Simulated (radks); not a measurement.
Results of a calculation; reference values are marked as such.
Ionisation of the praseodymium ion Pr2+, [Xe] 4f3, to [Xe] 4f2 as the strength of local exchange is varied. Level of theory: scalar-relativistic Kohn-Sham, Slater X-alpha exchange (alpha = 2/3 is LDA exchange), no correlation, spin-polarised, spherical densities, finite nucleus; open shells are filled with parallel spins first (spin-orbit coupling, left out, can overturn this in heavy ions); Fermi nuclear charge, rms radius 4.8919 fm (a radial shooting solver on a logarithmic mesh with Libxc functionals).

| alpha | E(Pr2+) (hartree) | exchange (hartree) | IE (eV) | -e of the level emptied (eV) | <r> of it (bohr) |
|---|---|---|---|---|---|
| 0.551 | -9188.6289 | -167.1567 | 18.020 | 10.878 (4f) | 1.217 |
| 0.625 | -9211.1785 | -190.0798 | 19.873 | 12.408 (4f) | 1.165 |
| 0.667 | -9224.0019 | -203.1382 | 20.969 | 13.338 (4f) | 1.139 |
| 0.744 | -9247.5582 | -227.1686 | 23.053 | 15.143 (4f) | 1.099 |
| 0.928 | -9304.0911 | -285.0617 | 28.398 | 19.917 (4f) | 1.023 |

NIST Atomic Spectra Database: 21.624 eV (measured). The Delta-SCF value meets it near alpha = 0.69. Open shells are spherical and high-spin; term and fine-structure splittings are not resolved. Spin-orbit splitting is averaged out at the scalar-relativistic level.
